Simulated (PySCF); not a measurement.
**[TlH]2+ at several levels of theory**

Computed with PySCF 2.14.0 (density fitting, no spin-orbit coupling) at the geometry relaxed with r2SCAN:

```xyz
2
[TlH]2+ (singlet)
Tl    0.0000    0.0000    0.0865
H     0.0000    0.0000    1.8642
```

```tsv
level	basis	state	HOMO (eV)	gap (eV)	charge on Tl1 (e)	dipole about the centre of mass (D)	largest force component (eV/Å)
r2SCAN	Tl def2-SVP with ECP60, H def2-SVP	singlet	-25.92	5.62	1.53	1.71	0.00
BP86	the same	singlet	-25.94	5.18	1.53	1.89	0.24
HF	the same	singlet	-28.33	12.57	1.55	0.86	0.23
wB97X	the same	singlet	-28.83	11.55	1.53	1.45	0.11
r2SCAN	Tl def2-TZVP with ECP60, H def2-TZVP	singlet	-25.94	5.62	1.49	1.73	0.09
r2SCAN	Tl x2c-SVPall, H x2c-SVPall	singlet	-26.01	5.65	1.54	1.80	0.59
```

Charges are Mulliken's, which hang on the basis. The relaxation used the grid (50, 194), these runs (75, 302) or, all-electron (x2c bases, spin-free X2C Hamiltonian), (99, 590).

Question: What does TPSSh with Tl def2-SVP with ECP60, H def2-SVP give here?

Answer: state singlet, HOMO (eV) -26.07, gap (eV) 6.03, charge on Tl1 (e) 1.54, dipole about the centre of mass (D) 1.61, largest force component (eV/Å) 0.04. Time: 0.5 s on 2 threads of Arm Neoverse V2, on a shared host, from an already converged density.

In the first row's basis the gap widens with exact exchange: 5.2 to 5.6 eV for BP86, r2SCAN (none); 6.0 eV for TPSSh (a fixed share); 11.5 to 12.6 eV for wB97X, Hartree–Fock (rising or full at long range).

No frequency check is given that shows the relaxed geometry to be a minimum.
